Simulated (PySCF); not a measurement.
## Electron correlation in Bi- (bismuth, charge -1)

[Xe] 4f14 5d10 6s2 6p4, high-spin 3P determinant. All numbers are calculated (PySCF 2.14, scalar relativity through the core potential, in aug-cc-pVDZ-PP with ECP60MDF). Frozen: 5s2 5p6 5d10; 6 electrons correlated.

```tsv
level	correlation energy (mhartree)
CCSD	-71.65
(T)	-1.89
CCSD(T)	-73.54
CCSDT	-74.04
```

Diagnostics: T1 = 0.014, D1 = 0.0283, largest double amplitude 0.060.

Problem. Is a single reference adequate?

Solution. Yes, within this model without spin-orbit coupling: T1 lies below 0.03 and no double amplitude reaches 0.07.

Spin-orbit coupling is strong in this species, so the high-spin LS determinant is a model state.
